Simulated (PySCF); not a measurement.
**Spinor energies of Sn²⁶⁺ (tin, charge +26)**

Start: [Ar] 3d6; 3d3/2 filled at m_j = -3/2, -1/2, +1/2, +3/2; 3d5/2 filled at m_j = +3/2, +5/2. Calculated with PySCF 2.14 in an even-tempered Gaussian basis (16 s from 3.7 bohr⁻², ratio 2.8; 12 p from 4.8 bohr⁻², ratio 2.8; 8 d from 4.8 bohr⁻², ratio 2.8; 3 f from 18 bohr⁻², ratio 3): generalised Hartree-Fock with the X2C-1e Hamiltonian and a Gaussian nucleus; one run each with spin-orbit coupling (SO) switched off, then screened by Boettger's factors.

```
spinor shell  electrons  ε, spin-free (eV)  ε, screened SO (eV)  weight of nominal j (screened SO)  rms radius, screened SO (bohr)
       1s1/2          2           -30380.2             -30377.1                              1.000                          0.0333
       2s1/2          2            -5531.7              -5530.5                              1.000                           0.135
       2p1/2          2            -5066.6              -5231.2                              0.999                           0.117
       2p3/2          4            -5066.6              -4990.3                              1.000                           0.122
       3s1/2          2            -1802.8              -1802.4                              1.000                           0.345
       3p1/2          2            -1644.7              -1686.8                              0.956                           0.336
       3d3/2          4            -1438.0              -1439.3                              0.762                           0.311
       3d5/2          2            -1438.0              -1436.9                              0.760                           0.312
```

Q: Where does 3p3/2 lie, and what is the 3p spin-orbit splitting (screened SO)?

A: At -1624.9 eV, 61.921 eV above 3p1/2.

```tsv
quantity	spin-free	screened SO
E (hartree)	-5777.24693	-5778.98891
M_J	4	4
⟨J²⟩	20.001	20.033
⟨L²⟩	6.000	7.570
⟨S²⟩	6.000	5.076
```

Each row is a mean over spinors that exchange with the open shell spreads, by up to 32.605 eV (3p3/2).

Rows whose weight is well below 1 are mixtures of j = l ± 1/2: exchange outweighs spin-orbit coupling there, and the label is only the starting occupation.

Breit and QED terms are absent; they matter most for the inner s and p1/2 levels.

Densities and radii are taken from the X2C orbitals without a picture-change correction, which distorts them close to the nucleus.

Without spin-orbit coupling the j labels of p, d and f shells carry no meaning; the spin-free column gives the mean over the occupied spinors of each nl shell.
